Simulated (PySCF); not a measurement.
**C₆ coefficients of unlike pairs at PBE0**

Calculated with PySCF 2.14 from the dipole response of each species, C₆(A,B) = (3/π) ∫ α_A(iu) α_B(iu) du, in atomic units, from isotropic polarisabilities. For ions this is the dispersion term alone; charge-induced terms of lower order in 1/R come first.

```json
{"species": "C³⁺", "configuration": "[He] 2s1 (2S)", "basis": "aug-cc-pV5Z (7s6p5d4f3g2h)", "relativity": "none", "α (bohr³)": "3.188", "C₆ (like pair)": "2.546"}
{"species": "O²⁺", "configuration": "[He] 2s2 2p2 (3P)", "basis": "aug-cc-pVQZ-DK (6s5p4d3f2g)", "relativity": "spin-free X2C", "α (bohr³)": "1.741", "C₆ (like pair)": "2.319"}
{"species": "Sn³⁺", "configuration": "[Kr] 4d10 5s1 (2S)", "basis": "aug-cc-pwCVTZ-DK3 (10s9p7d4f1g)", "relativity": "spin-free X2C", "α (bohr³)": "9.297", "C₆ (like pair)": "37.35"}
{"species": "Tl⁺", "configuration": "[Xe] 4f14 5d10 6s2 (1S)", "basis": "def2-QZVPPD with the def2 core potential (60 electrons) (8s6p5d4f1g)", "relativity": "core potential", "α (bohr³)": "20.73", "C₆ (like pair)": "167.1"}
```

Problem. Estimate C₆ for Sn³⁺ with C³⁺.

Solution. The integral gives 9.202. The combination rule 2 C_A C_B / (C_A α_B/α_A + C_B α_A/α_B) gives 9.401 and the geometric mean 9.753.

No spin-orbit coupling is included.

The other pairs:

```
     pair     C₆
Sn³⁺, O²⁺  9.146
 Tl⁺, O²⁺  19.04
Tl⁺, Sn³⁺  78.55
 Tl⁺, C³⁺  19.97
 O²⁺, C³⁺  2.121
```
